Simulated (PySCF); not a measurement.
**How the method changes the constants of KNa**

State: ¹Σ⁺ (singlet), closed shell. Set-up: K def2-SVPD, Na def2-SVPD; no relativity (PySCF 2.14). De refers to K + Na in their ground configurations, without counterpoise correction. A positive dipole means K(−)Na(+).

```csv
Level,Re (Å),ωe (cm⁻¹),De (eV),μ (D)
RHF-MP2,3.640,120,0.401,n/a
RHF-SCS-MP2,3.650,119,0.477,n/a
RHF-CCSD,3.647,117,0.60,n/a
RHF-CCSD(T),3.649,116,0.62,n/a
PBE,3.556,120,0.70,-2.41
PW91,3.553,120,0.74,-2.50
TPSS,3.646,115,0.77,-2.96
r²SCAN,3.629,119,0.54,-3.04
M06-L,3.598,113,n/a,-5.37
PBE0,3.572,122,0.62,-2.83
```

The bond length runs from 3.553 Å (PW91) to 3.650 Å (RHF-SCS-MP2). De spans 0.40 eV (RHF-MP2, perturbation theory) to 0.77 eV (TPSS, meta-GGA).

Correlated steps freeze 6 core orbitals. Closed-shell solutions of metal pairs were not tested for spin polarisation, which can lower them a little. Correlated levels converge slowly with the basis: in double zeta they bind strong bonds too weakly, by up to about 1 eV, and carry superposition errors of some tenths. Where the molecule has an RHF reference, its open-shell atoms are computed with UHF.
